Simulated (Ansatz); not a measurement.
Species: C10H9BO, SMILES `Bc1cc2ccc(O)ccc-2c1` (charge 0, multiplicity 1), formula C10H9BO.

Q: How many basis functions does frozen-core CCSD(T)/cc-pVDZ // PBE0-D3(BJ)/def2-SVP in Ansatz (an electronic-structure program) use, how many core orbitals are frozen, and how many electrons are correlated?

A: 213 basis functions and 12 frozen orbitals, which leaves 58 correlated electrons. Core time is of the order of minutes.
